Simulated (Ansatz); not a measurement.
Isomers of H₅Au₃ (singlet), relaxed with r2SCAN-D4/def2-SVP; total energies from Ansatz at CCSD(T)/def2-TZVP.

```csv
isomer,description,energy (Eh)
A,point group Cs; 2 × Au–Au 2.67 to 2.69 Å; 6 × Au–H 1.55 to 1.77 Å,-408.57179
B,point group C2v; 2 × Au–Au 2.67 Å; 6 × Au–H 1.55 to 1.78 Å,-408.57227
C,point group C2v; 7 × Au–H 1.55 to 1.90 Å,-408.54328
```

In the def2 sets Au takes a core potential; there is no spin–orbit coupling. Correlated methods freeze no core orbitals; core or outer-core shells of Au are correlated, in sets that lack core-valence functions.

The isomers come from a short search, and lower ones may exist.

Question: Work out the relative energies (1 Eh = 2625.5 kJ/mol) and the Boltzmann populations at 800 K from electronic energies alone (R = 8.314 J/mol/K).

Answer: ΔE: A 1.3, B 0.0, C 76.1 kJ/mol. RT = 6.65 kJ/mol. Factors exp(−ΔE/RT): A 0.822, B 1, C 1.07e-05; sum 1.822. Populations: A 45.1 %, B 54.9 %, C 0.0 %. Zero-point energy, vibrational entropy and symmetry numbers are left out and can shift these; an error of 4 kJ/mol changes a ratio by a factor of 1.8. Over the other density-functional and correlated levels in def2 sets, the gap between B and A ranges from -3 to 5 kJ/mol.
